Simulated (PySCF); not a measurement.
C3H9FSi, SMILES [Si](F)(C)(C)C.

The structure is a stationary point at PBE0-D3(BJ)/def2-SVP.

Method: PBE0-D3(BJ)/def2-SVP run with PySCF 2.14.0.

Frequencies are harmonic and unscaled.

Modes within 1.5 cm⁻¹ of each other (mostly degenerate sets) share a row, with their intensities summed.

Computed vibrational spectrum:
```tsv
mode	ν (cm⁻¹)	IR (km/mol)	moving atoms (share of kinetic energy)
1	133	0.0	H 100 %
2–3	156	0.0	H 96 %
4–5	191	0.2	C 47 %, H 36 %, F 16 %
6	230	0.2	H 39 %, C 28 %, Si 20 %, F 14 %
7–8	271	27.8	F 31 %, H 26 %, C 24 %, Si 20 %
9	616	0.1	C 69 %, H 22 %
10	668	0.0	H 85 %, C 15 %
11–12	692	0.6	H 56 %, C 35 %, Si 8 %
13–14	765	53.0	H 58 %, C 28 %, Si 13 %
15	788	1.4	H 44 %, F 35 %, C 17 %
16–17	864	298.1	H 51 %, Si 26 %, C 22 %
18	927	181.8	Si 44 %, H 23 %, F 23 %, C 10 %
19–20	1267	114.6	H 75 %, C 24 %
21	1272	17.4	H 78 %, C 21 %
22	1416	0.0	H 95 %
23–24	1423	0.1	H 95 %
25–26	1431	8.0	H 96 %
27	1442	14.6	H 96 %
28–29	3056	2.5	H 97 %
30	3058	0.7	H 97 %
31–32	3159	0.9	H 91 %, C 9 %
33	3161	9.4	H 91 %, C 9 %
34–36	3165	9.1	H 91 %, C 9 %
```
